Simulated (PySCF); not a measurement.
C₆H₁₁O (SMILES [CH2]C(C)CC(C)=O), doublet, at a GFN2-xTB geometry. Base run: DF-SVWN5/def2-SVP in PySCF.

Here is a job for PySCF.
```python
from pyscf import gto, scf, dft

mol = gto.M(
    atom='''
C    -1.65634730    1.87644218   -0.36374093
C    -0.95294037    0.59143025   -0.45007657
C    -1.88348433   -0.59191470   -0.19904834
C     0.21475076    0.58077831    0.60352342
C     1.13290251   -0.58691461    0.34703274
C     2.26085605   -0.29995557   -0.61177397
O     0.96462992   -1.67010032    0.85157167
H    -2.48157420    1.99773403    0.31076320
H    -1.25949758    2.75053785   -0.84352557
H    -0.48813316    0.49254899   -1.43902477
H    -2.62839017   -0.65616209   -0.98871208
H    -2.39751921   -0.47206496    0.75176355
H    -1.32384492   -1.52292057   -0.17051116
H    -0.22966139    0.49164889    1.59477409
H     0.76497174    1.51843168    0.52816450
H     1.89641650    0.24134051   -1.48135408
H     2.73905432   -1.22539475   -0.92137717
H     2.99671484    0.32590792   -0.10903183
''',
    basis='def2-svp',
    spin=1,
    verbose=3,
)

mf = dft.UKS(mol)
mf.xc = 'lda,vwn'
mf = mf.density_fit(auxbasis='def2-universal-jkfit')
mf.kernel()
```

The base run was repeated with changes; each row names its change, and settings that it needs were set with it.

| change | basis functions | E (Eh) | HOMO (eV) | dipole (D) | core-seconds (rough) |
|---|---|---|---|---|---|
| base | 153 | -307.43467 | -4.57 | 2.41 | 40 |
| basis = STO-3G | 46 | -303.74702 | -1.79 | 1.55 | 20 |
| basis = 3-21G | 85 | -305.97695 | -4.19 | 2.30 | 20 |
| basis = 6-31G | 85 | -307.56703 | -4.33 | 2.67 | 20 |
| basis = pcseg-0 | 85 | -306.87997 | -4.58 | 2.65 | 20 |
| basis = 6-31G* | 120 | -307.63562 | -4.31 | 2.45 | 20 |
| basis = 6-31+G* | 148 | -307.65232 | -4.71 | 2.72 | 30 |
| basis = pcseg-1 | 153 | -307.60365 | -4.71 | 2.56 | 40 |
| basis = cc-pVDZ | 153 | -307.65811 | -4.49 | 2.31 | 40 |
| basis = 6-31G** | 153 | -307.65009 | -4.33 | 2.44 | 40 |
| basis = 6-311++G** | 231 | -307.75246 | -4.79 | 2.69 | 80 |
| basis = aug-cc-pVDZ | 260 | -307.68604 | -4.76 | 2.63 | 100 |
| basis = aug-pcseg-1 | 260 | -307.61924 | -4.78 | 2.62 | 80 |

Totals compare only among sets that treat the same electrons; sets with core potentials leave the core out.

Open shells are given as the SCF converged; they aren't shown to be the lowest states, and a large step between rows can be another state.
